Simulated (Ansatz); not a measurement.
One change: `[SiH3][SiH]([SiH3])[SiH3]` becomes `[SiH3][Si]([SiH3])([SiH3])[SiH3]`.

Ansatz, PBE0-D4/def2-TZVP geometries, multiplicity 1. 

| property | `[SiH3][SiH]([SiH3])[SiH3]` |
| --- | --- |
| LUMO energy (PBE/def2-TZVPP) / eV | -1.08 |
| LUMO energy (ωB97M-V/def2-TZVPP) / eV | 1.42 |
| HOMO–LUMO gap (ωB97M-V/def2-TZVPP) / eV | 11.40 |
| HOMO energy (PBE0/def2-TZVPP) / eV | -8.02 |
| HOMO energy (ωB97M-V/def2-TZVPP) / eV | -9.98 |
| LUMO energy (B3LYP/def2-TZVPP) / eV | -0.42 |

Question: What does the change do to each property? (Best estimate.)

Answer: Computed: 
| property | `[SiH3][Si]([SiH3])([SiH3])[SiH3]` | shift |
| --- | --- | --- |
| LUMO energy (PBE/def2-TZVPP) / eV | -1.16 | -0.08 |
| LUMO energy (ωB97M-V/def2-TZVPP) / eV | 1.33 | -0.09 |
| HOMO–LUMO gap (ωB97M-V/def2-TZVPP) / eV | 11.30 | -0.10 |
| HOMO energy (PBE0/def2-TZVPP) / eV | -8.02 | 0.00 |
| HOMO energy (ωB97M-V/def2-TZVPP) / eV | -9.97 | 0.01 |
| LUMO energy (B3LYP/def2-TZVPP) / eV | -0.50 | -0.08 |

Positive LUMOs are unbound, so they and the gaps depend on the basis.

B3LYP here is the variant with VWN-RPA as its local correlation; programs differ in this.
